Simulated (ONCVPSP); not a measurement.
Yb: one change to an ONCV potential, before and after

ytterbium (Yb), optimised norm-conserving Vanderbilt (ONCV), made with ONCVPSP 4.0.1 (PBE, scalar-relativistic). Core [Xe] 4f13, reference 5d1 6s2. Waves: 6s: rc 3.00 bohr, ncon 4, nbas 8, qcut 1.7 1/bohr, 3 projectors, debl 2.7 Ha; p scattering state at 0.03 Ha: rc 2.75 bohr, ncon 3, nbas 6, qcut 2.4 1/bohr, 2 projectors, debl 1.5 Ha; 5d: rc 2.50 bohr, ncon 4, nbas 9, qcut 5.5 1/bohr, 2 projectors, debl 2.9 Ha. Local part: polynomial inside 1.90 bohr (lpopt 5, dvloc0 0 Ha). Core correction: none.

Change: s: rc 3.74.

Cutoffs: the cutoffs (Ha) at which the residual kinetic energy of the hardest occupied pseudo-wave falls to 1 and 0.1 mHa per electron; they do not see the model core or the augmentation charge, which bear on the density cutoff. Errors are all-electron minus pseudo energies relative to the spin-unpolarised reference configuration.

Problem. How do hardness, ghosts and transferability respond?

Solution. The potential gets softer (9.7 Ha and 17 Ha → 9.7 Ha and 12 Ha); of the 4 tests that both files solve, the error grows in 2 and shrinks in 1 by more than 15 % and 0.3 meV (median size 79.5 → 55.5 meV); neither file shows a bound ghost. A larger radius leaves more room for a smooth pseudo-wave, so fewer plane waves are needed.

| quantity | base | changed |
| --- | --- | --- |
| cutoff, loose | 9.7 Ha | 9.7 Ha |
| cutoff, tight | 17 Ha | 12 Ha |
| loose cutoff by channel | s 5.1 Ha, d 9.7 Ha | s 1.9 Ha, d 9.7 Ha |
| bound ghosts | none | none |
| GHOST(+) flags under 300 eV | p at 35.7 eV, s at 85.2 eV | p at 35.7 eV, s at 81.7 eV |
| error for 5d1 6s1, meV [ΔE 7.26 eV] | -0.8 | -8.7 |
| error for 5d1 6s0, meV [ΔE 20.36 eV] | +188 | +102 |
| error for 5d1 6s1.5, meV [ΔE 2.94 eV] | -1.4 | -2.7 |
| error for 5d2 6s0, meV [ΔE 9.57 eV] | +158 | +144 |
| p: phases at 2.78 bohr within 0.05 rad from the reference energy up to (Ha; the scan ends near 5) | 1.3 | 1.3 |
| d: phases at 2.53 bohr within 0.05 rad from the reference energy up to (Ha; the scan ends near 5) | to the end of the scan | to the end of the scan |

Base: The cutoffs count occupied waves only; projector 2 of the p channel, the hardest unoccupied one, needs 30 Ha at the loose tolerance. Changed file: The cutoffs count occupied waves only; projector 2 of the p channel, the hardest unoccupied one, needs 30 Ha at the loose tolerance.
